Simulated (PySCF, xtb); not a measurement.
selenium hexafluoride (F₆Se), SMILES F[Se](F)(F)(F)(F)F.

GFN2-xTB (xtb 6.7.1) at its own geometry gives an orbital gap of 8.09 eV and a dipole moment of 0.00 D.

Geometry optimised at ωB97X-D3(BJ)/def2-SVP.

**Question.** What does B3LYP/def2-TZVP (PySCF) give? (The exact figures need the calculation; the answer reports its results.)

**Answer.** gap 8.14 eV (levels -12.40 and -4.25 eV), dipole 0.00 D.
